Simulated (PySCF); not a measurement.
Gas-phase reaction: GeI₂ + GeO₂ ⇌ Ge₂O₂ + I₂

Method: PySCF energies (xtb for GFN2) plus ideal-gas RRHO corrections (1 bar). † marks an energy on the PBE0/def2-TZVP geometry and frequencies; other levels use their own. CCSD(T) freezes the core. All species are closed-shell singlets. I: scalar-relativistic def2 core potential, no spin-orbit coupling. Ge: all electrons, no relativistic terms. GeO₂, Ge₂O₂: computed as isolated molecules; such fragments, hydroxides, amides, oligomers or adducts are transient or little studied in the gas. CCSD(T) isn't extrapolated to the basis-set limit; its ΔH°(298 K) is -157.5 kJ in def2-SVP and -172.3 kJ in def2-TZVPP. The harmonic model lacks anharmonicity and excited electronic states, which grow with temperature; levels with a mode under 35 cm⁻¹ are left out. Soft modes under 120 cm⁻¹ make the harmonic entropy rough for GeI₂. Warning, large T1 diagnostic: GeO₂ (CCSD(T)/def2-SVP†, CCSD(T)/def2-TZVPP†).

```json
[
 {"level": "CCSD(T)/def2-SVP†", "ΔE electronic, kJ": "-157", "ΔH°(298 K), kJ": "-158", "ΔS°(298 K), J/K": "-22", "ΔG°(1600 K), kJ": "-123"},
 {"level": "CCSD(T)/def2-TZVPP†", "ΔE electronic, kJ": "-172", "ΔH°(298 K), kJ": "-172", "ΔS°(298 K), J/K": "-22", "ΔG°(1600 K), kJ": "-138"},
 {"level": "GFN2-xTB", "ΔE electronic, kJ": "-84", "ΔH°(298 K), kJ": "-87", "ΔS°(298 K), J/K": "-15", "ΔG°(1600 K), kJ": "-67"},
 {"level": "PBE/def2-SVP", "ΔE electronic, kJ": "-136", "ΔH°(298 K), kJ": "-137", "ΔS°(298 K), J/K": "-19", "ΔG°(1600 K), kJ": "-107"},
 {"level": "PBE/def2-TZVP†", "ΔE electronic, kJ": "-134", "ΔH°(298 K), kJ": "-135", "ΔS°(298 K), J/K": "-22", "ΔG°(1600 K), kJ": "-100"},
 {"level": "PBE0/def2-SVP†", "ΔE electronic, kJ": "-170", "ΔH°(298 K), kJ": "-171", "ΔS°(298 K), J/K": "-22", "ΔG°(1600 K), kJ": "-136"},
 {"level": "PBE0/def2-TZVP", "ΔE electronic, kJ": "-170", "ΔH°(298 K), kJ": "-171", "ΔS°(298 K), J/K": "-22", "ΔG°(1600 K), kJ": "-136"},
 {"level": "r2SCAN/def2-TZVP†", "ΔE electronic, kJ": "-152", "ΔH°(298 K), kJ": "-153", "ΔS°(298 K), J/K": "-22", "ΔG°(1600 K), kJ": "-118"},
 {"level": "LDA/def2-TZVP†", "ΔE electronic, kJ": "-162", "ΔH°(298 K), kJ": "-163", "ΔS°(298 K), J/K": "-22", "ΔG°(1600 K), kJ": "-128"},
 {"level": "ωB97M-V/def2-TZVP†", "ΔE electronic, kJ": "-208", "ΔH°(298 K), kJ": "-209", "ΔS°(298 K), J/K": "-22", "ΔG°(1600 K), kJ": "-174"},
 {"level": "ωB97X-V/def2-TZVP†", "ΔE electronic, kJ": "-202", "ΔH°(298 K), kJ": "-202", "ΔS°(298 K), J/K": "-22", "ΔG°(1600 K), kJ": "-168"}
]
```
ΔH° is lowest at ωB97M-V/def2-TZVP† and highest at GFN2-xTB. No reference value is set beside these.
